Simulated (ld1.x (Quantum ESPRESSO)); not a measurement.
**Ranking ultrasoft potentials for nitrogen (N)**

All share these settings but for the change named:

```json
{
  "Element": "nitrogen (N)",
  "Generator": "ld1.x (Quantum ESPRESSO) 7.5",
  "Type": "ultrasoft",
  "Functional": "LDA (PZ)",
  "Relativity": "non-relativistic",
  "Frozen core": "[He]",
  "Valence charge": "5",
  "Reference configuration": "2s2 2p2.5 (charge +0.5)",
  "Partial waves": "2s (bound): rcut 0.85, rcutus 1.00 bohr; 2s channel at 0.55 Ry: rcut 0.85, rcutus 1.00 bohr; 2p (bound): rcut 0.90, rcutus 1.20 bohr; 2p channel at 4.05 Ry: rcut 0.90, rcutus 1.20 bohr",
  "Local potential": "all-electron potential smoothed inside 1.15 bohr (lloc = -2)",
  "Core correction": "none",
  "Augmentation charge": "built from norm-conserving waves at rcut, not smoothed further"
}
```

Test errors are all-electron minus pseudo excitation energies from the reference, over 2s2 2p3; 2s2 2p2; 2s2 2p1; 2s1 2p3; 2s0 2p5; 2s2 2p3.3; 2s1 2p0. None of these files shows a bound ghost.

The base gives 605.8 meV.

Of 10 variants that were run, those that failed, showed a ghost or another fault, or gave nearly equal values are left out.

A variant can come out equal or close to the base, since the largest error may sit in a test that the change hardly touches while other tests move.

(1) Rank these variants by their largest absolute test error, smallest first.
A. local potential all-electron potential smoothed inside 0.85 bohr (lloc = -2)
B. core correction a·sin(br)/r model core inside 0.66 bohr
C. type TM; waves now 2s (bound): rc 1.00 bohr; 2p (bound): rc 1.20 bohr; local potential all-electron potential smoothed inside 0.95 bohr (lloc = -1)

Results:

(1) B (335.8 meV), A (605.9 meV), C (799.5 meV).
